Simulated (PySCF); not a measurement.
Several species in one continuum solvent.

All values: PBE0/pcSseg-1 (PySCF, non-relativistic), each on one gas-phase PBE0-D3(BJ)/def2-SVP geometry that isn't relaxed in the solvent. The solvent is an IEF-PCM continuum (van der Waals radii × 1.2). The model holds no explicit solvent molecules, cavitation or dispersion.

**Question.** Order them by E(solvent) − E(gas) in acetonitrile (ε = 35.69), most negative first (kcal/mol).
A. `[CH3:1][C:2]#[C:3][Si@@H:4]1[O:5][CH2:6][CH2:7][C@H:8]1[F:9]` with C3–Si4–O5–C6 -114°, Si4–O5–C6–C7 21°, O5–C6–C7–C8 -41°, C6–C7–C8–F9 -75°
B. `[CH3:1][CH2:2][O:3][Si@H:4]1[CH:5]=[CH:6][CH:7]=[C:8]1[F:9]` with C1–C2–O3–Si4 -175°, C2–O3–Si4–C5 -175°
C. `[O:1]=[S:2](=[O:3])([OH:4])[c:5]1[cH:6][cH:7][cH:8][cH:9][cH:10]1` with O1–S2–O4–H 20°, O1–S2–C5–C6 164°
D. `[CH3:1][C:2]#[C:3][Si@@H:4]1[O:5][CH2:6][CH2:7][C@@H:8]1[F:9]` with C3–Si4–O5–C6 -116°, Si4–O5–C6–C7 -26°, O5–C6–C7–C8 43°, C6–C7–C8–F9 77°

**Answer.** C (-10.8), D (-6.9), A (-6.3), B (-3.8).

```tsv
SMILES	charge	ΔE (kcal/mol)	polarisation term (kcal/mol)	HOMO shift (eV)	dipole gas (D)	dipole solvent (D)	atoms
O=S(=O)(O)c1ccccc1	0	-10.8	-12.3	+0.24	4.88	6.13	16
CC#C[Si@@H]1OCC[C@@H]1F	0	-6.9	-8.1	-0.11	1.00	1.32	18
CC#C[Si@@H]1OCC[C@H]1F	0	-6.3	-7.3	-0.04	3.43	4.38	18
CCO[Si@H]1C=CC=C1F	0	-3.8	-4.3	-0.05	0.48	0.48	18
```

The polarisation term is half the interaction of the solute with the induced surface charges.
